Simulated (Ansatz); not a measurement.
```yaml
crystal:
  periodic: [false, false, false]
  atoms:
    - {symbol: Al, position_ang: [-0.327645, 0.401945, 2.489224]}
    - {symbol: O, position_ang: [-0.357921, 0.145184, 0.541098]}
    - {symbol: C, position_ang: [-0.094187, -1.164637, 0.007773]}
    - {symbol: C, position_ang: [-0.136740, -0.969364, -1.499551]}
    - {symbol: C, position_ang: [0.181633, 0.526266, -1.702204]}
    - {symbol: C, position_ang: [0.361062, 1.071176, -0.293022]}
    - {symbol: H, position_ang: [1.234229, 0.119480, 2.745895]}
    - {symbol: H, position_ang: [-0.804704, 1.927590, 2.556801]}
    - {symbol: H, position_ang: [-1.346727, -0.754448, 2.918177]}
    - {symbol: H, position_ang: [-0.854376, -1.831852, 0.409351]}
    - {symbol: H, position_ang: [0.892377, -1.486312, 0.358086]}
    - {symbol: H, position_ang: [0.581240, -1.620695, -1.997868]}
    - {symbol: H, position_ang: [-1.126587, -1.206446, -1.889621]}
    - {symbol: H, position_ang: [-0.642963, 1.028618, -2.207890]}
    - {symbol: H, position_ang: [1.081030, 0.684114, -2.297409]}
    - {symbol: H, position_ang: [-0.068676, 2.055932, -0.120132]}
    - {symbol: H, position_ang: [1.410052, 1.073350, 0.021490]}
basis:
  gaussian: {orbitals: def2-TZVPD}
hamiltonian: {xc: {name: HF}}
correlation: {method: mp2, frozen_orbitals: {Al: 9}}
```

```sh
$ ansatz run in.yaml --threads 4 --pin off --events-out ev --progress --plain --max-ram 11315MiB
```

Output, abridged:

```
Functional definition: HF
Error: "frozen_orbitals" has no count for O
```

In this input frozen orbitals are typed for one element alone, and the program wants a count for each. The program refused the input.
